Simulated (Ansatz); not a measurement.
Geometry optimisation, Ansatz, RKS PBE0-D4/def2-SVP.

The input (input.yaml):

```yaml
crystal:
  periodic: [false, false, false]
  atoms:
    - { symbol: Si, position_ang: [-0.104043, 0.062378, 0.041908] }
    - { symbol: H, position_ang: [-0.257837, 0.073544, 1.507863] }
    - { symbol: H, position_ang: [1.348075, 0.102833, -0.313742] }
    - { symbol: Si, position_ang: [-1.100807, 2.031003, -0.789453] }
    - { symbol: H, position_ang: [-2.584161, 1.860861, -0.890317] }
    - { symbol: H, position_ang: [-0.821398, 3.193637, 0.109625] }
    - { symbol: H, position_ang: [-0.57216, 2.342791, -2.153731] }
    - { symbol: Si, position_ang: [-1.157997, -1.815833, -0.895138] }
    - { symbol: H, position_ang: [-1.880089, -2.56919, 0.176683] }
    - { symbol: H, position_ang: [-2.154766, -1.405374, -1.932372] }
    - { symbol: H, position_ang: [-0.168779, -2.737484, -1.536442] }
    - { symbol: "N", position_ang: [1.187091, -2.263399, 1.505815] }
    - { symbol: H, position_ang: [0.720989, -2.930353, 0.896747] }
    - { symbol: H, position_ang: [1.851698, -1.733446, 0.948655] }
    - { symbol: H, position_ang: [0.477984, -1.602668, 1.862999] }
basis:
  gaussian: { orbitals: def2-SVP }
hamiltonian:
  xc: pbe0
  dispersion: d4
relax:
  f_tol: 0.03
  max_steps: 50
output:
  orbitals: {}
```

Run as:

```bash
$ ansatz run input.yaml --threads 4 --pin off --max-ram 5120MiB --backend cpu --events-out ev --progress --plain --runs-dir out
```

Question: Where does it end, and by what steps?

Answer: The run converged. The force dipped under the threshold on the way, but the program's further checks kept it going. After 9 steps the energy has fallen by 0.172 eV; H15 moved furthest, 0.52 Å.

```json
{"step": "0", "energy less start (eV)": "0.0000", "largest force component (eV/Å)": "0.649", "accepted": "yes"}
{"step": "1", "energy less start (eV)": "-0.1094", "largest force component (eV/Å)": "0.210", "accepted": "yes"}
{"step": "2", "energy less start (eV)": "-0.1450", "largest force component (eV/Å)": "0.117", "accepted": "yes"}
{"step": "3", "energy less start (eV)": "-0.1495", "largest force component (eV/Å)": "0.359", "accepted": "yes"}
{"step": "4", "energy less start (eV)": "-0.1638", "largest force component (eV/Å)": "0.142", "accepted": "yes"}
{"step": "5", "energy less start (eV)": "-0.1600", "largest force component (eV/Å)": "0.423", "accepted": "no"}
{"step": "6", "energy less start (eV)": "-0.1688", "largest force component (eV/Å)": "0.080", "accepted": "yes"}
{"step": "7", "energy less start (eV)": "-0.1715", "largest force component (eV/Å)": "0.019", "accepted": "yes"}
{"step": "8", "energy less start (eV)": "-0.1718", "largest force component (eV/Å)": "0.047", "accepted": "yes"}
{"step": "9", "energy less start (eV)": "-0.1720", "largest force component (eV/Å)": "0.030", "accepted": "yes"}
```

```xyz
15
Properties=species:S:1:pos:R:3
Si -0.176 0.287 0.086
H -0.431 0.307 1.561
H 1.304 0.358 -0.131
Si -1.207 2.146 -0.907
H -2.689 2.048 -0.723
H -0.727 3.431 -0.308
H -0.907 2.151 -2.374
Si -1.045 -1.686 -0.864
H -1.736 -2.514 0.171
H -2.048 -1.337 -1.919
H 0.035 -2.494 -1.507
N 1.274 -2.656 1.540
H 0.745 -3.309 0.964
H 1.790 -2.046 0.911
H 0.601 -2.078 2.038
```

Whether the end is a true minimum wasn't checked by a vibrational analysis.

Run time: 20 s on 4 threads of Arm Neoverse V1, on a shared host, peak memory 0.31 GiB.
